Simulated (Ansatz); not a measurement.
`Cc1cc(-c2sc(-c3sc(S)cc3C)cc2C)sc1S` with charge -1, relaxed as a doublet with UKS r2SCAN-D4/def2-SVP in Ansatz, starting from the r2SCAN-D4/def2-SVP geometry of the neutral singlet. Force threshold 0.03 eV/Å.

The highest occupied level of the relaxed charge -1 doublet lies above zero (up to 0.59 eV). By energy differences its removal costs 0.98 eV (each at its own geometry, to the charge 0 singlet, at PBE0-D4/def2-TZVP). The relaxation made no stability test and no search for a lower SCF solution.

Start:

| atom | x (Å) | y (Å) | z (Å) |
| --- | --- | --- | --- |
| C1 | 2.5137 | 3.6425 | -3.6493 |
| C2 | 1.7593 | 3.4087 | -2.3784 |
| C3 | 1.3016 | 2.1323 | -1.9580 |
| C4 | 0.6229 | 2.1263 | -0.7439 |
| C5 | 0.0606 | 0.9860 | -0.0634 |
| S6 | 0.3160 | -0.6028 | -0.7463 |
| C7 | -0.6051 | -1.3793 | 0.5133 |
| C8 | -0.7957 | -2.8098 | 0.5058 |
| S9 | -0.7594 | -3.6910 | -1.0032 |
| C10 | -1.0861 | -5.2002 | -0.2040 |
| S11 | -1.0982 | -6.7344 | -1.0608 |
| C12 | -1.1940 | -5.0174 | 1.1600 |
| C13 | -1.0274 | -3.6693 | 1.5826 |
| C14 | -1.0855 | -3.2477 | 3.0196 |
| C15 | -1.0598 | -0.4313 | 1.4199 |
| C16 | -0.6936 | 0.9040 | 1.1116 |
| C17 | -1.0977 | 2.0727 | 1.9580 |
| S18 | 0.5424 | 3.7498 | -0.1070 |
| C19 | 1.4286 | 4.3976 | -1.4591 |
| S20 | 1.6911 | 6.1318 | -1.5823 |
| H21 | 3.4847 | 3.1190 | -3.6303 |
| H22 | 1.9530 | 3.2560 | -4.5160 |
| H23 | 2.7010 | 4.7146 | -3.8017 |
| H24 | 1.4644 | 1.2217 | -2.5409 |
| H25 | -2.1813 | -6.4951 | -1.8411 |
| H26 | -1.3871 | -5.8465 | 1.8444 |
| H27 | -2.0814 | -2.8593 | 3.2947 |
| H28 | -0.3539 | -2.4536 | 3.2350 |
| H29 | -0.8753 | -4.1010 | 3.6807 |
| H30 | -1.6876 | -0.6844 | 2.2751 |
| H31 | -1.6626 | 2.8227 | 1.3799 |
| H32 | -1.7315 | 1.7413 | 2.7929 |
| H33 | -0.2223 | 2.5908 | 2.3848 |
| H34 | 2.8464 | 6.2052 | -0.8722 |

```csv
step,energy (eV),largest force component (eV/Å),SCF passes
1,-69920.4878,1.510,31
2,-69920.5905,0.790,29
3,-69920.6321,0.336,31
4,-69920.6411,0.149,25
5,-69920.6493,0.117,29
6,-69920.6549,0.064,25
7,-69920.6585,0.136,25
8,-69920.6607,0.108,26
9,-69920.6634,0.060,24
10,-69920.6645,0.069,23
11,-69920.6650,0.100,24
12,-69920.6658,0.064,26
13,-69920.6665,0.026,28
14,-69920.6667,0.015,26
15,-69920.6668,0.026,24
```

Force components are those of the run's own axes.

End:

Cartesian coordinates in Å:
```
C 2.294 3.677 -3.783
C 1.646 3.437 -2.452
C 1.241 2.165 -2.002
C 0.649 2.139 -0.722
C 0.159 1.010 -0.022
S 0.284 -0.586 -0.785
C -0.478 -1.403 0.586
C -0.678 -2.806 0.559
S -0.190 -3.739 -0.862
C -0.745 -5.252 -0.156
S -0.563 -6.778 -0.975
C -1.270 -5.017 1.113
C -1.241 -3.674 1.534
C -1.749 -3.225 2.871
C -0.795 -0.440 1.568
C -0.452 0.880 1.249
C -0.717 2.034 2.172
S 0.603 3.789 -0.085
C 1.373 4.448 -1.527
S 1.652 6.163 -1.673
H 3.181 3.034 -3.913
H 1.603 3.442 -4.612
H 2.604 4.727 -3.884
H 1.369 1.254 -2.593
H -1.662 -6.763 -1.797
H -1.669 -5.829 1.728
H -2.586 -2.508 2.781
H -0.964 -2.721 3.466
H -2.109 -4.087 3.456
H -1.275 -0.695 2.512
H -1.373 2.792 1.711
H -1.203 1.682 3.095
H 0.212 2.559 2.457
H 2.849 6.292 -1.014
```

By distances, no bond broke or formed. The bond that changes most is C4–C5, from 1.44 to 1.42 Å (atoms count from 1).

The force fell under the threshold at step 13, but the optimiser went on. No frequencies were taken in this run, so the end may be a saddle point.

Hardware: 2 threads of AMD EPYC 7R13 on a shared host and a share (18 GiB) of an NVIDIA H100 80GB HBM3. Wall time 64 s, peak host memory 1.1 GiB.
